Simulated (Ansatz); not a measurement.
Mulliken charges of `C[CH2][In][OH]` radical from PBE/def2-TZVPP in Ansatz (PBE0-D4/def2-TZVP geometry).

```
atom   x (Å)   y (Å)   z (Å)  charge (e)
  C1  -1.129   0.453  -0.019      -0.246
  C2  -0.417  -0.549   0.866      -0.339
 In3   1.519  -1.161  -0.089       0.428
  O4   2.131   0.402  -1.213      -0.496
  H5  -1.452   0.008  -0.963       0.085
  H6  -2.028   0.839   0.478       0.083
  H7  -0.494   1.306  -0.265       0.111
  H8  -0.991  -1.456   1.054       0.106
  H9  -0.104  -0.127   1.824       0.102
 H10   2.965   0.287  -1.673       0.166
```

Question: By hand: the dipole of these point charges (1 e Å = 4.8032 D).

Answer: Σ q r = (0.042, -0.526, 0.223) e Å, of length 0.573 e Å = 2.75 D.

Question: How does the dipole of the full density compare? (An estimate is asked.)

Answer: Ansatz gave: (-0.064, -0.252, 0.152) e Å, 1.45 D; the point charges give 1.90 times that, at 18° from its direction.

Point charges leave out the atoms' own dipoles, such as those of lone pairs, and Mulliken's split depends on the basis, so the two needn't agree.
